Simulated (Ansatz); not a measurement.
Reaction (ligand exchange at a B–C bond): `CCB(F)S` + CH₃NH₂ → `CNB(F)S` + `CC`

Isolated molecules relaxed with PBE0-D4/def2-TZVP in Ansatz; ΔE leaves out vibrations. CBS: MP2 limit from def2 TZ/QZ plus the TZ coupled-cluster correction, frozen cores. This one scheme is used for every species. DFT in def2-TZVPP. Each species was taken in one conformer, which may not be the lowest.

(1) Is it downhill or uphill in electronic energy at CCSD(T)/CBS, and by how much? (An estimate is asked.)

(2) What do these levels give: PBE-D4, PBE0-D4, PBE, PBE0, CCSD/def2-TZVPP, SCS-MP2/def2-QZVPP? (An estimate is asked.)

Largest T1 diagnostic among the species: 0.012.

Answers

(1) The calculation gave: Downhill: ΔE = -27.0 kcal/mol.

(2) The calculation gave: PBE-D4 -26.6, PBE0-D4 -27.2, PBE -26.7, PBE0 -27.3, CCSD/def2-TZVPP -27.4, SCS-MP2/def2-QZVPP -27.7 kcal/mol.

In def2-TZVPP, CCSD(T) changes the Hartree–Fock value by +1.8 kcal/mol (the triples alone add +0.2 kcal/mol) and MP2 by +1.3 kcal/mol.
